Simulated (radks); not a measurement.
Spherical quantum dot in the effective-mass picture: electrons in a hard-walled sphere of radius 2.49, with a point charge +2 (a donor) at the centre, all in effective atomic units (hartree* = m*/eps^2 hartree, bohr* = eps/m* bohr), one dielectric constant everywhere. Method: non-relativistic Kohn-Sham, PBEsol, spin-polarised, spherical densities; computed with a radial shooting solver with Libxc functionals. Levels are named by radial order and angular momentum (1s, 1p, 1d, 2s, ...), and open shells are averaged over m.

N = 6, configuration 1s2 1p(up 3, down 1). This is the lowest configuration that the search found. Occupied and some empty levels:

| level | occupation | eigenvalue (hartree*) | <r> (bohr*) |
|---|---|---|---|
| 1s up | 1 | 2.0958 | 0.9576 |
| 1s down | 1 | 2.1621 | 0.9337 |
| 1p up | 3 | 3.3209 | 1.478 |
| 1p down | 1 | 3.4318 | 1.475 |
| 2s up | 0 | 3.9479 | 1.276 |
| 2s down | 0 | 4.0220 | 1.293 |
| 1d up | 0 | 4.3627 | 1.629 |
| 1d down | 0 | 4.4774 | 1.629 |
| 1f up | 0 | 5.5954 | 1.722 |
| 1f down | 0 | 5.7094 | 1.724 |

Energy (hartree*): total 6.24263, kinetic 9.2120, external -12.281, Hartree 12.331, exchange-correlation -3.0187.
